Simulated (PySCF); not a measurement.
A species of formula C6H17NSi2 has this rotational fingerprint, computed with PBE0-D3(BJ)/def2-SVP geometry optimisation, gas phase (PySCF 2.14.0):

| Property | Result |
| --- | --- |
| Rotational constants | A = 1813, B = 925.4, C = 731.9 MHz |
| Dipole components | \|μa\| = 0.25 D, \|μb\| = 0.00 D, \|μc\| = 0.07 D |
| Inertial defect | -134.35 u·Å² |
| κ | -0.64 |

Question: Which structure is it? (One computed conformer of each.)
A. `[CH2:1]=[C:2]([CH3:3])[Si@H:4]([NH2:5])[SiH2:6][CH2:7][CH2:8][CH3:9]` with C1–C2–Si4–N5 14°, C2–Si4–N5–H -84° and 63°, C2–Si4–Si6–C7 -39°, Si4–Si6–C7–C8 180°, Si6–C7–C8–C9 180°
B. `[CH3:1][C:2]([CH3:3])([CH3:4])[N:5]1[SiH2:6][CH2:7][CH2:8][SiH2:9]1` with C2–N5–Si6–C7 180°, N5–Si6–C7–C8 -30°, Si6–C7–C8–Si9 37°, C7–C8–Si9–N5 -30°

Answer: B. It is CC(C)(C)N1[SiH2]CC[SiH2]1, an asymmetric top, point group C1. The candidates at the same level (rigid rotor, commonest isotopes):

```
                   SMILES  A (MHz)  B (MHz)  C (MHz)  μa (D)  μb (D)  μc (D)  Δ (u·Å²)  point group           rotor
 C=C(C)[Si@H](N)[SiH2]CCC     1599    553.6    449.5    0.40    0.68    0.62   -104.62           C1  asymmetric top
CC(C)(C)N1[SiH2]CC[SiH2]1     1813    925.4    731.9    0.25    0.00    0.07   -134.35           C1  asymmetric top
```

`C=C(C)[Si@H](N)[SiH2]CCC` has B 40 % too low. No structure here is proved a minimum.
